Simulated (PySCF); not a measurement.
Si(Cl)3(OH) (Cl₃HOSi), SMILES O[Si](Cl)(Cl)Cl. Atoms are numbered in the order given.

```xyz
6

O      0.1317     1.9197     0.0000
Si     0.0166     0.2708     0.0000
Cl    -0.9850    -0.4164    -1.6649
Cl     1.9363    -0.4349     0.0000
Cl    -0.9850    -0.4164     1.6649
H     -0.7142     2.4033     0.0000
```
Charge 0, spin multiplicity 1.

Geometry: PBE-D3(BJ)/def2-SVP. Other conformers were not sampled.

Calculation: PBE-D3(BJ)/def2-SVP (PySCF).

Frequencies are harmonic and unscaled.

Estimate the vibrational spectrum. (An estimate is asked for; the answer gives what the named calculation found.)


```json
[
 {"mode": "1", "ν (cm⁻¹)": "112", "IR (km/mol)": "40.8", "moving atoms (share of kinetic energy)": "H 49 %, Cl 44 %"},
 {"mode": "2", "ν (cm⁻¹)": "157", "IR (km/mol)": "1.1", "moving atoms (share of kinetic energy)": "Cl 82 %, O 13 %"},
 {"mode": "3", "ν (cm⁻¹)": "191", "IR (km/mol)": "31.7", "moving atoms (share of kinetic energy)": "Cl 46 %, H 44 %"},
 {"mode": "4", "ν (cm⁻¹)": "224", "IR (km/mol)": "9.1", "moving atoms (share of kinetic energy)": "Cl 57 %, Si 26 %, O 16 %"},
 {"mode": "5", "ν (cm⁻¹)": "261", "IR (km/mol)": "11.3", "moving atoms (share of kinetic energy)": "O 42 %, Cl 39 %, H 9 %, Si 9 %"},
 {"mode": "6", "ν (cm⁻¹)": "271", "IR (km/mol)": "41.6", "moving atoms (share of kinetic energy)": "O 57 %, Cl 33 %"},
 {"mode": "7", "ν (cm⁻¹)": "445", "IR (km/mol)": "11.2", "moving atoms (share of kinetic energy)": "Cl 72 %, O 14 %, Si 13 %"},
 {"mode": "8", "ν (cm⁻¹)": "604", "IR (km/mol)": "216.4", "moving atoms (share of kinetic energy)": "Si 68 %, Cl 31 %"},
 {"mode": "9", "ν (cm⁻¹)": "610", "IR (km/mol)": "158.6", "moving atoms (share of kinetic energy)": "Si 60 %, Cl 32 %"},
 {"mode": "10", "ν (cm⁻¹)": "798", "IR (km/mol)": "262.0", "moving atoms (share of kinetic energy)": "H 65 %, O 24 %, Si 11 %"},
 {"mode": "11", "ν (cm⁻¹)": "927", "IR (km/mol)": "71.7", "moving atoms (share of kinetic energy)": "O 42 %, Si 40 %, H 18 %"},
 {"mode": "12", "ν (cm⁻¹)": "3754", "IR (km/mol)": "113.2", "moving atoms (share of kinetic energy)": "H 94 %"}
]
```
